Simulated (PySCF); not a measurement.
Correlation energy of V³⁺ (vanadium, charge +3)

[Ar] 3d2, high-spin 3F determinant. All numbers are calculated (PySCF 2.14, the spin-free X2C one-electron Hamiltonian (Gaussian nucleus), in aug-cc-pVDZ-DK). Frozen: [Ar]; 2 electrons correlated.

With two correlated electrons CCSD is exact within the correlated space (frozen core and kept virtual orbitals).

```
level  correlation energy (mhartree)
 CCSD                          -2.83
```

Diagnostics: T1 = 0.0013, D1 = 0.0019, largest double amplitude 0.017.

Question: Is a single reference adequate?

Answer: Yes: T1 lies below 0.03 and no double amplitude reaches 0.07.
